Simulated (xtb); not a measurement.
aziridine (C$_{2}$H$_{5}$N), singlet, at a GFN2-xTB geometry; xtb with GFN1-xTB.

The xtb input:
```
$ xtb mol.xyz --gfn 1 --ohess --json

# file mol.xyz
8

C     -0.04252334    -0.38733500     0.73947652
N     -0.01011255     0.85146718    -0.00126732
C     -0.05037456    -0.38962699    -0.73777732
H      0.89670534     1.30833644    -0.00679566
H     -0.96703575    -0.57186181     1.26898429
H     -0.98045991    -0.57578070    -1.25685328
H      0.84619301    -0.72763722     1.25923727
H      0.83277259    -0.73155502    -1.26589656
```

Output, abridged:

```
   ID    Z sym.   atoms
    1    6 C      1, 3
    2    7 N      2
    3    1 H      4-8

           -------------------------------------------------
          |                Calculation Setup                |
           -------------------------------------------------

           -------------------------------------------------
          |                 G F N 1 - x T B                 |
           -------------------------------------------------

          ...................................................
          :                      SETUP                      :
          :.................................................:
          :  # basis functions                  22          :
          :  # atomic orbitals                  22          :
          :  # shells                           16          :
          :  # electrons                        18          :
          :  # halogen bonds                     0          :
          :  max. iterations                   250          :
          :  Hamiltonian                  GFN1-xTB          :
          :  restarted?                      false          :
          :  GBSA solvation                  false          :
          :  PC potential                    false          :
          :  electronic temp.          300.0000000     K    :
          :  accuracy                    1.0000000          :
          :  -> integral cutoff          0.2500000E+02      :
          :  -> integral neglect         0.1000000E-07      :
          :  -> SCF convergence          0.1000000E-05 Eh   :
          :  -> wf. convergence          0.2000000E-04 e    :
          :  Broyden damping             0.4000000          :
          :  net charge                          0          :
          :  unpaired electrons                  0          :
          ...................................................

 iter      E             dE          RMSdq      gap      omega  full diag
   1    -10.1992281 -0.101992E+02  0.769E+00    7.34       0.0  T
   2    -10.2095586 -0.103304E-01  0.464E+00    7.78       1.0  T
   3    -10.2098729 -0.314369E-03  0.431E-01    8.18       1.0  T
   4    -10.2103818 -0.508845E-03  0.287E-02    8.03       1.2  T
   5    -10.2103865 -0.472628E-05  0.117E-02    8.02       3.0  T
   6    -10.2103870 -0.521139E-06  0.130E-03    8.02      27.2  T
   7    -10.2103870 -0.480955E-08  0.111E-04    8.02     319.8  T
   8    -10.2103870 -0.277911E-10  0.127E-05    8.02    2774.9  T

   *** convergence criteria satisfied after 8 iterations ***

         :::::::::::::::::::::::::::::::::::::::::::::::::::::
         ::                     SUMMARY                     ::
         :::::::::::::::::::::::::::::::::::::::::::::::::::::
         :: total energy             -10.084476786193 Eh    ::
         :: gradient norm              0.011874973747 Eh/a0 ::
         :: HOMO-LUMO gap              8.018034850022 eV    ::
         ::.................................................::
         :: SCC energy               -10.210387019757 Eh    ::
         :: -> electrostatic           0.016387898179 Eh    ::
         :: repulsion energy           0.127467255623 Eh    ::
         :: dispersion energy         -0.001557022059 Eh    ::
         :: halogen bond corr.         0.000000000000 Eh    ::
         :: add. restraining           0.000000000000 Eh    ::
         :: total charge              -0.000000000000 e     ::
         :::::::::::::::::::::::::::::::::::::::::::::::::::::

      -----------------------------------------------------------
     |                   =====================                   |
     |                        A N C O P T                        |
     |                   =====================                   |
     |               Approximate Normal Coordinate               |
     |                Rational Function Optimizer                |
      -----------------------------------------------------------
      -----------------------------------------------------------
     |                   =====================                   |
     |                        A N C O P T                        |
     |                   =====================                   |
     |               Approximate Normal Coordinate               |
     |                Rational Function Optimizer                |
      -----------------------------------------------------------

          ...................................................
          :                      SETUP                      :
          :.................................................:
          :   optimization level            normal          :
          :   max. optcycles                   200          :
          :   ANC micro-cycles                  20          :
          :   degrees of freedom                18          :
          :.................................................:
          :   RF solver                   davidson          :
          :   write xtbopt.log                true          :
          :   linear?                        false          :
          :   energy convergence         0.5000000E-05 Eh   :
          :   grad. convergence          0.1000000E-02 Eh/α :
          :   maxmium RF displ.          1.0000000          :
          :   Hlow (freq-cutoff)         0.1000000E-01      :
          :   Hmax (freq-cutoff)         5.0000000          :
          :   S6 in model hess.         20.0000000          :
          ...................................................

generating ANC from exact Hessian ...
Using Lindh-Hessian (1995)
 Shifting diagonal of input Hessian by    0.0000000000000000
 Lowest  eigenvalues of input Hessian
    0.000000    0.000000    0.000000    0.000000    0.000000    0.000000
    0.043690    0.046301    0.051908    0.061105    0.088583    0.144892
    0.182410    0.197354    0.245734    0.262409    0.388483    0.483812
 Highest eigenvalues
[...]
 * total energy  :   -10.0844768 Eh     change       -0.7691625E-12 Eh
 * total energy  :   -10.0850839 Eh     change       -0.6070865E-03 Eh
 * total energy  :   -10.0853012 Eh     change       -0.2172818E-03 Eh
 * total energy  :   -10.0853291 Eh     change       -0.2798103E-04 Eh
 * total energy  :   -10.0853351 Eh     change       -0.5965604E-05 Eh
 * total energy  :   -10.0853354 Eh     change       -0.3409352E-06 Eh
   *** GEOMETRY OPTIMIZATION CONVERGED AFTER 6 ITERATIONS ***
         :: total energy             -10.085335442061 Eh    ::
[...]
     7H     0.01813  0.07970   0.982  0.000  0.000
     8H     0.01813  0.07970   0.982  0.000  0.000

Wiberg/Mayer (AO) data.
largest (>0.10) Wiberg bond orders for each atom

 ---------------------------------------------------------------------------
     #   Z sym  total        # sym  WBO       # sym  WBO       # sym  WBO
 ---------------------------------------------------------------------------
     1   6 C    3.935 --     5 H    0.983     3 C    0.983     7 H    0.981
                             2 N    0.980
     2   7 N    2.966 --     1 C    0.980     3 C    0.980     4 H    0.963
     3   6 C    3.935 --     6 H    0.983     1 C    0.983     8 H    0.981
                             2 N    0.980
     4   1 H    0.983 --     2 N    0.963
     5   1 H    1.017 --     1 C    0.983
     6   1 H    1.017 --     3 C    0.983
     7   1 H    1.006 --     1 C    0.981
     8   1 H    1.006 --     3 C    0.981
 ---------------------------------------------------------------------------

Topologies differ in total number of bonds
Writing topology from bond orders to xtbtopo.mol

 dipole moment from electron density (au)
     X       Y       Z
   0.6929  -0.4933  -0.0029  total (Debye):    2.162

           -------------------------------------------------
          |               Frequency Printout                |
           -------------------------------------------------
 projected vibrational frequencies (cm⁻¹)
eigval :       -0.00    -0.00    -0.00     0.00     0.00     0.00
eigval :      784.30   910.94   967.27   971.26   979.72  1052.61
eigval :     1089.59  1107.57  1216.98  1249.24  1294.46  1428.01
eigval :     1478.91  3070.09  3072.44  3116.96  3130.07  3391.00
 reduced masses (amu)
   1:  8.19   2:  9.59   3: 11.08   4: 11.08   5: 11.01   6:  8.84   7:  1.20   8:  1.45
   9:  3.61  10: 11.88  11:  4.77  12:  3.90  13:  7.56  14:  2.42  15:  3.89  16:  4.36
  17:  6.94  18:  1.97  19:  6.35  20:  1.53  21:  1.57  22:  2.01  23:  2.10  24:  1.87
 IR intensities (km·mol⁻¹)
   1:  5.65   2:  1.80   3:  2.07   4:  3.59   5:  1.34   6:  2.48   7:  4.69   8: 28.41
   9:  2.21  10:  0.27  11: 90.16  12:  0.01  13:  1.46  14:  6.89  15: 30.86  16: 56.52
  17: 10.25  18:  3.13  19:  0.94  20: 20.34  21: 13.18  22:  1.40  23: 31.52  24:  8.82
 Raman intensities (Ä⁴*amu⁻¹)
   1:  0.00   2:  0.00   3:  0.00   4:  0.00   5:  0.00   6:  0.00   7:  0.00   8:  0.00
   9:  0.00  10:  0.00  11:  0.00  12:  0.00  13:  0.00  14:  0.00  15:  0.00  16:  0.00
  17:  0.00  18:  0.00  19:  0.00  20:  0.00  21:  0.00  22:  0.00  23:  0.00  24:  0.00
 output can be read by thermo (or use thermo option).
 writing <g98.out> molden fake output.
 recommended (thermochemical) frequency scaling factor: 1.0
           -------------------------------------------------
          |             Thermodynamic Functions             |
           -------------------------------------------------

cs  symmetry found (for desy threshold:  0.10E+00) used in thermo

          ...................................................
          :                      SETUP                      :
          :.................................................:
          :  # frequencies                          18      :
          :  # imaginary freq.                       0      :
          :  linear?                             false      :
          :  only rotor calc.                    false      :
          :  symmetry                               cs      :
          :  rotational number                       1      :
          :  scaling factor                  1.0000000      :
          :  rotor cutoff                   50.0000000 cm⁻¹ :
          :  imag. cutoff                  -20.0000000 cm⁻¹ :
          :.................................................:

    mode    ω/cm⁻¹     T·S(HO)/kcal·mol⁻¹    T·S(FR)/kcal·mol⁻¹   T·S(vib)
   ------------------------------------------------------------------------
   ------------------------------------------------------------------------

   temp. (K)  partition function   enthalpy   heat capacity  entropy
                                   cal/mol     cal/K/mol   cal/K/mol   J/K/mol
 298.15  VIB   1.09                  245.182      3.969      0.998
         ROT  0.104E+05              888.752      2.981     21.358
         INT  0.113E+05             1133.934      6.950     22.355
         TR   0.273E+27             1481.254      4.968     37.190
         TOT                        2615.1884    11.9183    59.5453   249.1375

       T/K    H(0)-H(T)+PV         H(T)/Eh          T*S/Eh         G(T)/Eh
   ------------------------------------------------------------------------
    298.15    0.416757E-02    0.732221E-01    0.282919E-01    0.449302E-01
   ------------------------------------------------------------------------

         :::::::::::::::::::::::::::::::::::::::::::::::::::::
         ::                  THERMODYNAMIC                  ::
         :::::::::::::::::::::::::::::::::::::::::::::::::::::
         :: total free energy         -10.040405249115 Eh   ::
         ::.................................................::
         :: total energy              -10.085335442061 Eh   ::
         :: zero point energy           0.069054513210 Eh   ::
         :: G(RRHO) w/o ZPVE           -0.024124320264 Eh   ::
         :: G(RRHO) contrib.            0.044930192946 Eh   ::
         :::::::::::::::::::::::::::::::::::::::::::::::::::::

optimized geometry written to: xtbopt.xyz

           -------------------------------------------------
          | TOTAL ENERGY              -10.085335442061 Eh   |
          | TOTAL ENTHALPY            -10.012113360914 Eh   |
          | TOTAL FREE ENERGY         -10.040405249115 Eh   |
          | GRADIENT NORM               0.000208859092 Eh/α |
          | HOMO-LUMO GAP               8.078454295450 eV   |
           -------------------------------------------------

normal termination of xtb
```
